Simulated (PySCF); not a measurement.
## YbC: energy against distance

Set-up: Yb x2c-SVPall, C x2c-SVPall; spin-free X2C with a Gaussian nucleus (PySCF 2.14). Energies in eV from Yb (4f14 6s2) + C in their ground configurations at the same level. State: Ms = 1 determinant of mixed spin, about 14.0 electrons in the 4f shell (Mulliken).

All columns are PBE0. A positive dipole means Yb(−)C(+).

| R (Å) | E (eV) | μ (D) | Mulliken charge on Yb (basis-dependent) | HOMO (eV) | LUMO (eV) | Mayer bond order | ⟨S²⟩ |
| --- | --- | --- | --- | --- | --- | --- | --- |
| 1.999 | -1.632 | -3.17 | 0.38 | -4.15 | -2.05 | 1.51 | 2.81 |
| 2.092 | -1.932 | -3.44 | 0.40 | -4.21 | -2.07 | 1.37 | 2.80 |
| 2.185 | -2.103 | -3.74 | 0.42 | -4.28 | -2.10 | 1.26 | 2.79 |
| 2.254 | -2.165 | -3.98 | 0.43 | -4.34 | -2.14 | 1.19 | 2.79 |
| 2.324 | -2.182 | -4.22 | 0.44 | -4.39 | -2.18 | 1.14 | 2.78 |
| 2.394 | -2.164 | -4.47 | 0.45 | -4.45 | -2.22 | 1.09 | 2.78 |
| 2.487 | -2.097 | -4.79 | 0.46 | -4.53 | -2.28 | 1.04 | 2.77 |
| 2.603 | -1.969 | -5.17 | 0.47 | -4.63 | -2.37 | 0.99 | 2.75 |
| 2.742 | -1.776 | -5.56 | 0.47 | -4.74 | -2.46 | 0.94 | 2.71 |
| 2.928 | -1.499 | -5.92 | 0.46 | -4.86 | -2.58 | 0.89 | 2.65 |

A fit through these points gives, at Re = 2.320 Å, μ = -4.21 D and dμ/dR = -3.56 D/Å; the reduced mass is 11.23 u.

How strong is the fundamental in the double-harmonic approximation, I = 42.26·(dμ/dR)²/μred km/mol?

I = 42.26·(-3.56)²/11.23 = 47.7 km/mol at PBE0.

These are scalar-relativistic numbers at best; spin–orbit coupling would shift them, the dissociation energy most. With d or f electrons several states lie close, and the lowest PBE0 determinant need not be the measured ground state.
